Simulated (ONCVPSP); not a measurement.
Potentials for Mg (Z = 12) compared

Generated with ld1.x 7.5 (TM, RRKJ, ultrasoft, PAW), atompaw 4.2 or ONCVPSP 4.0.1. The cutoff is in Ry: for ld1.x and atompaw files where the sum of valence levels is converged to 10 mRy in a Bessel basis, for ONCV files where the hardest occupied wave has 1 mHa per electron of residual kinetic energy. The error is the largest all-electron minus pseudo excitation energy over each file’s own four to seven test configurations (ionisations up to +4, promotions, holes and added fractions of an electron), all of which were solved. The labels leave out finer settings (local radius, basis sizes, second energies), which also bear on the numbers. Spin-polarised tests are not counted. The rows are a selection from randomly drawn settings: files with unsolved tests, undetermined cutoffs or missed reference levels are left out.

| potential | cutoff (Ry) | largest error (meV) | bound ghosts |
| --- | --- | --- | --- |
| ONCV, PBEsol, scalar-relativistic, rc 0.95/0.85/1.05 (spd), local smoothed, core correction yes, reference 2s2 2p6 3s1, qcut 15.6/16.8/8, projectors 3/3/2 | 200 | -0.2 | none |
| ONCV, PBE, non-relativistic, rc 0.75/0.75 (sp), local smoothed, core correction no, reference 2s2 2p6, qcut 14.1/19.8, projectors 2/2 | 266 | -9.6 | none |
| ONCV, PBE, scalar-relativistic, rc 1.40/0.90/1.35 (spd), local smoothed, core correction yes, reference 2s2 2p6 3s2, qcut 10.7/13.7/7.7, projectors 2/2/2 | 156 | -1.6 | none |
| ONCV, PBEsol, scalar-relativistic, rc 1.10/0.70 (sp), local smoothed, core correction no, reference 2s2 2p6 3s1.75, qcut 12.4/16.3, projectors 2/2 | 250 | +0.4 | none |

(1) Fill in the row for Mg: ONCV, PBE, scalar-relativistic, rc 1.00/1.05/1.00 (spd), local d, core correction yes, reference 2s2 2p6 3s2, qcut 12.4/13.3/9.7, projectors 2/1/0.

(2) Fill in the row for Mg: ONCV, LDA (Perdew-Wang 92), scalar-relativistic, rc 1.15/1.15 (sp), local smoothed, core correction no, reference 2s2 2p6 3s1.75 3p0.25, qcut 11/14, projectors 2/2.

(3) Fill in the row for Mg: ONCV, PBE, scalar-relativistic, rc 1.45/0.65/1.50 (spd), local smoothed, core correction yes, reference 2s2 2p6 3s1.5, qcut 6.9/25.9/5.5, projectors 3/1/1.

Results:

(1) cutoff 136 Ry, largest error -34 meV, bound ghosts: none.

(2) cutoff 142 Ry, largest error -0.9 meV, bound ghosts: none.

(3) cutoff 346 Ry, largest error -4.4 meV, bound ghosts: none.
